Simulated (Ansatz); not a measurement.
```yaml
crystal:
  periodic: [true, true, true]
  atoms:
    - {symbol: Si, position_ang: [-0.263695, 1.618161, -0.918170]}
    - {symbol: C, position_ang: [-0.468848, -0.665556, -0.601293]}
    - {symbol: Si, position_ang: [0.666694, -1.547949, 0.723095]}
    - {symbol: Se, position_ang: [-0.993468, -1.577900, -1.243683]}
    - {symbol: H, position_ang: [-1.063458, 1.264578, -2.135228]}
    - {symbol: H, position_ang: [-1.121995, 2.049286, 0.165031]}
    - {symbol: H, position_ang: [1.074363, 1.967954, -0.722124]}
    - {symbol: H, position_ang: [0.351247, -2.500194, 1.184389]}
    - {symbol: H, position_ang: [2.031826, -0.793547, 0.587370]}
    - {symbol: H, position_ang: [0.710949, 0.072669, 2.042740]}
basis:
  gaussian: {orbitals: x2c-TZVPPall}
hamiltonian: {xc: {name: revPBE}}
accuracy: high
output: {forces: true}
```

```sh
$ ansatz run in.yaml --threads 2 --pin off --events-out ev --progress --plain --max-ram 31744MiB --backend cpu
```

Shortened log:

```
Error: YAML parse error: error: line 2 column 3: crystal: missing field `lattice` (a structure is typed as `lattice` and `atoms`, a molecule's as `atoms` in Å alone, or read from a run's directory, `checkpoint`)
 --> <input>:2:3
1 | crystal:
2 |   periodic: [true, true, true]
3 |   atoms:
4 |     - {symbol: Si, position_ang: [-0.263695, 1.618161, -0.918170]}
```

Q: What is wrong with this run?

A: The molecule is marked periodic without a cell. The input was rejected before any iteration.
